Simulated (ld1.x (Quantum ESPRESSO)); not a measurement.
**Logarithmic derivatives: Tm (Z = 69), TM**

Tm (Z = 69), norm-conserving Troullier–Martins (Kleinman–Bylander form), made with ld1.x (Quantum ESPRESSO) 7.5 (LDA (PZ), scalar-relativistic). Core [Kr] 4d10 4f13, reference 5s2 5p6 5d0 6s2 6p0. Waves: 5s (bound): rc 1.70 bohr; 5p (bound): rc 2.15 bohr; 5d (bound, empty): rc 3.65 bohr; 5f channel at 0.3 Ry: rc 3.05 bohr. Local part: all-electron potential smoothed inside 1.50 bohr (lloc = -1). Core correction: Bessel-smoothed model core, default radius (core density twice the valence density).

Occupied shells without a wave of their own: 6s. They enter only through the test configuration that unscreens the potential, and ld1.x also counts them in the model core charge.

The phase is arctan(r·u′/u) with u = r·R(r), unwrapped; energies in Ry, scanned from -6 to 5 Ry. A pole is an energy at which the radial function vanishes at the test radius. The pseudo phase is shifted by a multiple of π to meet the all-electron one at the reference energy, and phase errors are pseudo minus all-electron; the curves can meet again beyond the range given. Levels narrower than the energy grid can be missing from the lists of poles.

Task: For each channel, where are the poles, and over which energies does the pseudopotential scatter like the atom?

Result:

```csv
channel,radius (bohr),reference energy (Ry),"poles, all-electron","poles, pseudo",unbroken range about the reference energy with phases within 0.05 rad,phase error 1 Ry above the reference energy (rad)
s,3.94,-3.93,"-3.93, 0.41, 4.15","-3.93, 0.27, 2.45",below -0.6,-0.000
p,3.94,-1.99,"-1.98, 1.19","-1.98, 1.13, 4.62",below 0.0,-0.000
d,3.94,-0.07,"0.20, 2.71","0.21, 3.00",below 0.9,+0.053
f,3.94,0.30,"-0.24, 1.98",1.73,-0.2 to 0.7,-0.102
```

Note: ghost state, extra bound levels that the all-electron valence spectrum of the same l lacks: f at -418.6 eV. A true bound ghost makes a file unfit for plane-wave use. The potential misses its own reference levels by up to 0.3 eV. ld1.x takes every shell without a wave as core, so the model core holds the 6s electrons as well and exchange and correlation see them twice. This cancels in the reference configuration, but the file is broken for other ones, and its errors say nothing about a proper core correction.

Phases in the p channel:

| E (Ry) | all-electron | pseudo |
| --- | --- | --- |
| -6.00 | 1.464 | 1.464 |
| -5.48 | 1.459 | 1.459 |
| -4.96 | 1.453 | 1.453 |
| -4.44 | 1.446 | 1.446 |
| -3.92 | 1.437 | 1.437 |
| -3.40 | 1.425 | 1.425 |
| -2.88 | 1.410 | 1.410 |
| -2.36 | 1.387 | 1.387 |
| -1.84 | -1.752 | -1.752 |
| -1.32 | -1.812 | -1.812 |
| -0.80 | -1.903 | -1.904 |
| -0.28 | -2.203 | -2.210 |
| 0.24 | -3.990 | -4.030 |
| 0.76 | -4.588 | -4.601 |
| 1.28 | -4.732 | -4.745 |
| 1.80 | -4.829 | -4.854 |
| 2.32 | -4.977 | -5.068 |
| 2.84 | -5.685 | -6.742 |
| 3.36 | -7.457 | -7.628 |
| 3.88 | -7.704 | -7.768 |
| 4.40 | -7.787 | -7.833 |
| 4.92 | -7.834 | -7.882 |
